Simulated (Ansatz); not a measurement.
Consider the ligand exchange at the Si–C bond: `[SiH3]C1=C(Cl)B1` + `CC(=N)[SiH3]` → `C/C([SiH3])=N\[SiH3]` + `ClC1=CB1`.

Isolated molecules relaxed with PBE0-D4/def2-TZVP in Ansatz; ΔE leaves out vibrations. CBS: MP2 limit from def2 TZ/QZ plus the TZ coupled-cluster correction, frozen cores. Functionals use def2-TZVPP. One conformer a species, not always the lowest.

| level | ΔE (kJ/mol) |
| --- | --- |
| PBE-D4 | -4.5 |
| PBE | -3.1 |

Q: What does CCSD(T)/CBS give? (An estimate is asked.)

A: Ansatz gave: -4.8 kJ/mol. The listed levels differ from it by 0.3, 1.7 kJ/mol.

Largest T1 diagnostic among the species: 0.013.

In def2-TZVPP, CCSD(T) changes the Hartree–Fock value by +7.5 kJ/mol (the triples alone add +0.8 kJ/mol) and MP2 by +5.7 kJ/mol.
